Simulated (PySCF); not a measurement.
C3H5ClGeO, SMILES Cl[C](=C)[GeH2][CH]=O.

Geometry optimised at B3LYP-D3(BJ)/def2-SVP. This is a generated structure with no PubChem entry under its InChIKey; it may be hypothetical. The values are those of a single conformer.

Vertical ionisation energy (IE) and electron affinity (EA) in eV. Rows of orbital energies are one-electron estimates. Where ΔSCF, EOM or ADC give a negative EA the extra electron is unbound and the value depends on the basis.

```csv
level,IE,EA
"−ε(HOMO), −ε(LUMO), ωB97X/def2-TZVP (PySCF)",9.37,-0.62
"−ε(HOMO), −ε(LUMO), PBE/def2-TZVP (PySCF)",?,?
```

### Question
Complete the blanks. (Estimate from the structure and the level; the computed values follow.)

### Answer

- −ε(HOMO), −ε(LUMO), PBE/def2-TZVP (PySCF), IE: 5.72
- −ε(HOMO), −ε(LUMO), PBE/def2-TZVP (PySCF), EA: 2.83
